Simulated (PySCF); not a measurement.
C₃H₆O₂Si, SMILES C=COC(=O)[SiH3]. Atoms are numbered in the order given.

```xyz
12

C     -2.6649     0.4027    -0.1128
C     -1.6061     1.1940    -0.2804
O     -0.2688     0.8869    -0.1997
C      0.2219    -0.3428     0.0789
O     -0.4462    -1.3172     0.2902
Si     2.1496    -0.3777     0.1025
H     -3.6505     0.8592    -0.2239
H     -2.5900    -0.6556     0.1248
H     -1.7027     2.2559    -0.5189
H      2.5554    -0.8529     1.4552
H      2.5750    -1.3640    -0.9303
H      2.7328     0.9634    -0.1803
```

Geometry: PBE0-D3(BJ)/def2-SVP. The values are those of a single conformer.

The numbers are results of PBE/pcSseg-1 run with PySCF, not measurements.

GIAO shieldings, no solvent; atoms listed in one row are averaged. δ = σ(ref) − σ: ¹³C against TMS (σ = 182.0 ppm); ¹⁷O against H2O (σ = 334.3 ppm); ²⁹Si against TMS (σ = 335.4 ppm); ¹H against TMS (σ = 31.49 ppm), references at their B3LYP-D3(BJ)/def2-TZVP geometries, non-relativistic.

Computed chemical shifts:
```tsv
nucleus	atoms	count	δ (ppm)
¹³C	C4	1	179.8
¹³C	C2	1	152.3
¹³C	C1	1	112.0
¹⁷O	O5	1	535.1
¹⁷O	O3	1	301.7
²⁹Si	Si6	1	-89.1
¹H	H8	1	6.97
¹H	H9	1	6.59
¹H	H7	1	5.25
¹H	H10, H11, H12	3	4.45
```
